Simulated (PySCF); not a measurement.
Relativity neglected, no solvent model, one averaged value for each set of equivalent atoms, single conformer. Geometry: GFN2-xTB; shielding tensors at PBE0/pcSseg-1 (GIAO); PySCF 2.14.0 with density-fitted response routines.

References, each an isolated molecule treated in the same way: ¹H (σref 31.72) and ¹³C (σref 186.93) against TMS. Shifts are as computed. Against solution values, carbons near 30 ppm lie about +3 ppm off and those near 130 ppm about +5 ppm; carbons on Cl a further +6 ppm. Of 1211 compounds with measured shifts, 218 miss one by over three times the rms of a fit or turn the order of signals round; such compounds aren't used in these exercises. Carbons bonded to Cl come out too deshielded. OH and NH positions are gas-phase values without hydrogen bonding to other molecules.

(1) Order these molecules by the shift of their most shielded carbon-bound hydrogen, lowest δ first.
A. O=Cc1ccccc1O
B. Clc1ccc(C2CC2)pc1
C. C#C[Si@@H](O)O/C=C\F
D. CC(C)(C)C=C1C=CC=C1

(2) Order these molecules by the shift of their most deshielded carbon, lowest δ first.
A. Clc1ccc(C2CC2)pc1
B. O=Cc1ccccc1O
C. CC(C)(C)C=C1C=CC=C1
D. C=C[C@@H]1[C@@H]2C[C@H]1[C@@H](C=C)C2
E. C#C[Si@@H](O)O/C=C\F

(3) How many ¹³C and ¹H signals does each give (equivalence by symmetry and fast rotation, but not about amide C–N or C=N bonds)? `C=C[C@@H]1[C@@H]2C[C@H]1[C@@H](C=C)C2`, `O=Cc1ccccc1O`, `Clc1ccc(C2CC2)pc1`, `C#C[Si@@H](O)O/C=C\F`, `CC(C)(C)C=C1C=CC=C1`

Results:

(1) B (0.97 ppm, hydrogen on a three-membered-ring carbon), D (1.37 ppm, hydrogen on a methyl carbon), C (1.81 ppm, hydrogen on a terminal alkyne carbon), A (7.16 ppm, hydrogen on an aromatic CH).

(2) E (143.2 ppm, β carbon of an enol-ether or enamine type C=C), D (151.5 ppm, alkene CH), C (166.6 ppm, alkene CH), A (190.2 ppm, substituted aromatic carbon), B (201.9 ppm, aldehyde carbonyl carbon).

(3) C=C[C@@H]1[C@@H]2C[C@H]1[C@@H](C=C)C2: 10 C, 14 H; O=Cc1ccccc1O: 7 C, 6 H; Clc1ccc(C2CC2)pc1: 7 C, 6 H; C#C[Si@@H](O)O/C=C\F: 4 C, 5 H; CC(C)(C)C=C1C=CC=C1: 8 C, 6 H.
